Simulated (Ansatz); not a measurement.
The same path of a periodic cell of 15 atoms, MoW₁₄ (host W, host structure bcc, dopant Mo, one W atom removed) was run twice with different band settings. Lost on the way: Mo1–W5, Mo1–W10, Mo1–W13, Mo1–W14. Made: Mo1–W6, Mo1–W7, Mo1–W9, Mo1–W12.

The calculation used DFT PBEsol, scalar-relativistic, plane waves, PAW (Ansatz). Settings: PAW set soft_1, cutoff 420 eV, k mesh 3x3x3, gaussian smearing 0.1 eV, no spin polarisation.

Relaxed end points:

```xyz
15
Lattice="6.3200 0.0000 0.0000 0.0000 6.3200 0.0000 0.0000 0.0000 6.3200" Properties=species:S:1:pos:R:3
Mo -0.012 0.008 -0.015
W 3.170 0.005 -0.011
W -0.009 3.146 -0.011
W -0.009 0.005 3.168
W 1.580 1.575 1.578
W 3.176 3.140 -0.015
W 3.176 0.009 3.174
W 4.743 1.573 1.578
W -0.012 3.140 3.174
W 1.579 4.738 1.576
W 1.581 1.573 4.741
W 3.171 3.145 3.168
W 4.741 4.736 1.578
W 1.580 4.736 4.738
W 4.743 4.735 4.741
```

```xyz
15
Lattice="6.3200 0.0000 0.0000 0.0000 6.3200 0.0000 0.0000 0.0000 6.3200" Properties=species:S:1:pos:R:3
Mo -1.568 1.568 -1.568
W 3.161 0.002 -0.002
W -0.002 3.159 -0.002
W -0.002 0.002 3.161
W 1.567 1.568 1.567
W 3.161 3.159 0.000
W 3.161 0.000 3.161
W 4.751 1.569 1.569
W 0.000 3.159 3.161
W 1.569 4.751 1.569
W 1.569 1.569 4.751
W 3.162 3.158 3.162
W 4.752 4.753 1.567
W 1.567 4.753 4.752
W 4.751 4.751 4.751
```

Common settings: spring 5.0 eV/Å²; optimiser quadratic models (default); force threshold 0.05 eV/Å; end points relaxed.

| run | movable images | climbing image | start path | iteration limit |
| --- | --- | --- | --- | --- |
| 1 | 7 | yes | straight line | 26 |
| 2 | 4 | from the first iteration | default | 50 |

Task: What does each run give, and how far can it be trusted?

Result: Run 1: converged after 5 iterations, highest image 1.347 eV above the first end. The profile has 2 maxima (images 3, 5) with wells between them (image 4): this band takes more than one step, which may be the mechanism or a detour left from its start path. By the program's own check the climbing image is a first-order saddle point (lowest curvatures found: -4.62 and 7.78 eV/Å²).
Run 2: converged after 8 iterations, highest image 1.347 eV above the first end. The order of the stationary point at the top wasn't checked.
Limits of this set-up: coarse k mesh, PAW files made for another functional, a small cell, in which the defect meets its images.
